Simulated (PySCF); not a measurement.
PySCF input for W(O)(NH)(Cl)(SH) (ClH2NOSW), SMILES [NH]=[W](=[O])([SH])[Cl], multiplicity 1, B3LYP-D3(BJ)/def2-SVP. The structure is a stationary point at B3LYP-D3(BJ)/def2-SVP. The multiplicity is an assumed one; no other spin state was optimised. The structure was generated by enumeration; whether it is a known compound was not checked. The def2 effective core potentials stand for the cores of W; spin–orbit coupling is left out. The values are those of a single conformer.

```python
import numpy as np
from pyscf import gto, scf, dft, df
from pyscf.hessian import thermo

mol = gto.M(
    atom='''
    W     0.14149238   -0.10890554   -0.11868992
    O     1.81437239   -0.36493104    0.11480683
    N    -0.45986081   -1.12664246   -1.41818885
    H    -0.24795030   -1.81462706   -2.13993301
    Cl   -0.27729870    2.09597700   -0.64558638
    S    -0.92219917   -0.85302899    1.85339811
    H    -2.04917450   -1.30356241    1.25245333
    ''',
    basis='def2-SVP',
    ecp={'W': 'def2-svp'},
    charge=0,
    spin=0,
    max_memory=1600,
    verbose=3,
)
mf = dft.RKS(mol, xc='b3lyp').density_fit(auxbasis='def2-universal-jkfit')
mf.disp = 'd3bj'
mf.grids.level = 3
mf.conv_tol = 1e-11
mf.max_cycle = 100
mf.kernel()

# analytic Hessian; the response equations are solved on a coarser grid
h, args, fine = mf.Hessian(), (mf.mo_energy, mf.mo_coeff, mf.mo_occ), mf.grids
h.max_memory = max(150, 2.5e-5 * df.make_auxmol(mol, mf.with_df.auxbasis).nao * mol.nelec[0] * (mol.nelec[0] + mol.nao))  # MB; small integral blocks
h1ao = h.make_h1(mf.mo_coeff, mf.mo_occ)
mf.grids = dft.Grids(mol).set(level=1).build(with_non0tab=True)
mo1, mo_e1 = h.solve_mo1(*args, h1ao)
mf.grids = fine
hess = h.hess_elec(*args, mo1, mo_e1, h1ao) + h.hess_nuc()
if mf.do_disp():
    hess += h.get_dispersion()
for i in range(mol.natm):  # the analytic DFT Hessian lacks the response of the grid: restore translational invariance
    hess[i, i] -= hess[i].sum(axis=0)
hess = (hess + hess.transpose(1, 0, 3, 2)) / 2
vib = thermo.harmonic_analysis(mol, hess, imaginary_freq=False)
thermo.dump_normal_mode(mol, vib)
th = thermo.thermo(mf, vib['freq_au'][vib['freq_au'] > 0], 298.15, 101325)
thermo.dump_thermo(mol, th)
g0 = mf.nuc_grad_method().set(verbose=0).kernel()

# dipole derivatives [dipole axis, atom, xyz] from the same response
r, irp = mol.intor('int1e_r'), mol.intor('int1e_irp').reshape(3, 3, mol.nao, mol.nao)
sl, dm0, ok = mol.aoslice_by_atom(), np.array(mf.make_rdm1()), []
dmu = np.einsum('a,xt->xat', mol.atom_charges(), np.eye(3))
for a, (_, _, p0, p1) in enumerate(sl):
    dmu[:, a] += 2 * np.einsum('xtij,ij->xt', irp[:, :, :, p0:p1], dm0.reshape(-1, mol.nao, mol.nao).sum(0)[:, p0:p1])
    for u, c, occ, f in [(mo1, mf.mo_coeff, mf.mo_occ, 4)]:
        dmu[:, a] -= f * np.einsum('tui,xuv,vi->xt', u[a], r, c[:, occ > 0], optimize=True)
L = vib['norm_mode']
ir = 974.8801 * (np.einsum('xat,kat->kx', dmu, L) ** 2).sum(1)       # km/mol
apt = np.einsum('xax->a', dmu) / 3
print('mode   freq/cm-1   IR/(km/mol)')
for k, w in enumerate(vib['freq_wavenumber']):
    print(f'{k + 1:4d} {w:11.2f} {ir[k]:13.3f}')
print('max |gradient| / (hartree/bohr):', abs(g0).max())
print('APT charges:', apt.round(4))
```

Log of the run:

```
converged SCF energy = -1056.52861289717

WARN: DFTD3 does not support analytical Hessian, using finite difference


WARN: Mole.unit (angstrom) is changed to Bohr

Mode                                 0                   1                   2
Irrep
Freq [cm^-1]                      110.3749            154.3010            182.4257
Reduced mass [au]                  23.2095             12.2918              4.5197
Force const [Dyne/A]                0.1666              0.1724              0.0886
Char temp [K]                     158.8049            222.0047            262.4700
Normal mode                   x     y     z       x     y     z       x     y     z
       0   W                 0.02 -0.01 -0.01    0.02  0.01  0.02   -0.00 -0.01  0.00
       1   O                 0.02 -0.02 -0.01    0.03 -0.06 -0.09    0.03  0.13 -0.12
       2   N                -0.00 -0.01 -0.01   -0.09  0.06  0.04   -0.01 -0.07  0.05
       3   H                -0.01 -0.01 -0.01   -0.15  0.06  0.02    0.04 -0.04  0.04
       4  Cl                -0.06 -0.01  0.09   -0.05 -0.02 -0.05    0.05  0.00  0.02
       5   S                -0.04  0.11 -0.01   -0.06 -0.03 -0.03   -0.05  0.01 -0.01
       6   H                -0.04  0.12 -0.01   -0.02  0.00 -0.12    0.15 -0.38 -0.08
Mode                                 3                   4                   5
Irrep
Freq [cm^-1]                      208.6070            279.9856            299.1701
Reduced mass [au]                   4.4324              1.5727              2.6838
Force const [Dyne/A]                0.1136              0.0726              0.1415
Char temp [K]                     300.1390            402.8369            430.4392
Normal mode                   x     y     z       x     y     z       x     y     z
       0   W                -0.00 -0.01  0.01    0.00 -0.01 -0.00   -0.01  0.01  0.00
       1   O                 0.02  0.07 -0.06    0.02  0.12  0.02   -0.01 -0.06 -0.12
       2   N                 0.04  0.13 -0.12   -0.06 -0.02  0.04    0.12 -0.06  0.01
       3   H                 0.09  0.29 -0.26   -0.24 -0.04  0.01    0.31 -0.09  0.09
       4  Cl                 0.01 -0.04 -0.02    0.02 -0.02  0.01   -0.00  0.03 -0.00
       5   S                -0.01  0.02  0.04    0.00 -0.02 -0.03   -0.02 -0.02  0.03
       6   H                -0.05  0.09  0.06   -0.28  0.69 -0.05   -0.20  0.42  0.02
Mode                                 6                   7                   8
Irrep
Freq [cm^-1]                      386.5202            397.4450            536.1117
Reduced mass [au]                  12.4875             20.9612              1.3780
Force const [Dyne/A]                1.0992              1.9508              0.2333
Char temp [K]                     556.1166            571.8348            771.3454
Normal mode                   x     y     z       x     y     z       x     y     z
       0   W                 0.02  0.00 -0.02   -0.00  0.03 -0.01    0.01 -0.01 -0.00
       1   O                 0.01  0.02  0.04   -0.01 -0.03 -0.00   -0.01  0.03  0.02
       2   N                -0.03  0.00 -0.00    0.01 -0.01  0.01   -0.13  0.03 -0.03
       3   H                -0.18 -0.04 -0.01    0.08 -0.08  0.10    0.77 -0.10  0.33
       4  Cl                -0.01  0.03 -0.00    0.02 -0.14  0.03   -0.00  0.01 -0.00
       5   S                -0.07 -0.05  0.12   -0.01 -0.01  0.02   -0.00 -0.00  0.01
       6   H                -0.06 -0.05  0.12   -0.02 -0.00  0.02   -0.02  0.05 -0.01
Mode                                 9                  10                  11
Irrep
Freq [cm^-1]                      637.6427            680.9202            981.4439
Reduced mass [au]                   1.0745              1.2536              7.9967
Force const [Dyne/A]                0.2574              0.3425              4.5383
Char temp [K]                     917.4258            979.6926           1412.0793
Normal mode                   x     y     z       x     y     z       x     y     z
       0   W                -0.00  0.00 -0.00   -0.00 -0.01  0.00    0.02  0.01  0.02
       1   O                -0.01 -0.01  0.01    0.00  0.01 -0.02   -0.11  0.01 -0.02
       2   N                -0.01 -0.02  0.01    0.04  0.08 -0.07   -0.06 -0.13 -0.16
       3   H                 0.06  0.16 -0.15   -0.29 -0.62  0.50   -0.12 -0.13 -0.19
       4  Cl                 0.00 -0.00  0.00    0.00  0.00 -0.00   -0.00 -0.00 -0.00
       5   S                 0.01 -0.00  0.04    0.00  0.01  0.01   -0.00 -0.00 -0.00
       6   H                 0.39  0.19 -0.83    0.12  0.00 -0.22   -0.01 -0.02  0.02
Mode                                12                  13                  14
Irrep
Freq [cm^-1]                     1026.0713           2670.4000           3594.6812
Reduced mass [au]                  13.2424              1.0383              1.0828
Force const [Dyne/A]                8.2143              4.3624              8.2439
Char temp [K]                    1476.2881           3842.1111           5171.9459
Normal mode                   x     y     z       x     y     z       x     y     z
       0   W                -0.02  0.01  0.01    0.00  0.00  0.00    0.00  0.00  0.00
       1   O                 0.21 -0.04  0.02   -0.00 -0.00 -0.00    0.00 -0.00  0.00
       2   N                -0.04 -0.07 -0.09   -0.00  0.00  0.00    0.01 -0.05 -0.05
       3   H                -0.00 -0.08 -0.09   -0.00  0.00  0.00   -0.19  0.65  0.68
       4  Cl                 0.00  0.00 -0.00    0.00 -0.00  0.00   -0.00  0.00 -0.00
       5   S                -0.00 -0.00  0.00    0.03  0.01  0.01   -0.00 -0.00  0.00
       6   H                 0.00  0.01 -0.01   -0.82 -0.33 -0.43    0.00 -0.00  0.00
temperature 298.1500 [K]
pressure 101325.00 [Pa]
Rotational constants [GHz] 2.55325 1.53334 1.27720
Symmetry number 1
Zero-point energy (ZPE) 0.02767 [Eh]   72649.815 [J/mol]
                           tot       elec      trans        rot        vib
Entropy [J/mol/K]       368.341      0.000    179.170    119.471     69.699
Cv [J/mol/K]             98.700      0.000     12.472     12.472     73.757
Cp [J/mol/K]            107.015      0.000     20.786     12.472     73.757
Internal energy [J/mol]                      3718.434   3718.434  84519.996
Internal energy [Eh]   -1056.49359  -1056.52861
Enthalpy [J/mol]                             6197.391   3718.434  84519.996
Enthalpy [Eh]          -1056.49264
Gibbs free energy [J/mol]                  -47222.284 -31901.894  63739.121
Gibbs free energy [Eh] -1056.53447
mode   freq/cm-1   IR/(km/mol)
   1      110.37         0.134
   2      154.30         0.632
   3      182.43         5.304
   4      208.61         1.566
   5      279.99        14.505
   6      299.17        10.268
   7      386.52        17.704
   8      397.44        47.158
   9      536.11       153.610
  10      637.64        34.443
  11      680.92        86.999
  12      981.44       103.100
  13     1026.07        78.115
  14     2670.40         5.328
  15     3594.68       181.487
max |gradient| / (hartree/bohr): 4.233799263103047e-05
APT charges: [ 1.7609 -0.6271 -0.7468  0.3278 -0.4619 -0.3301  0.0774]
```

Self-consistency was reached.
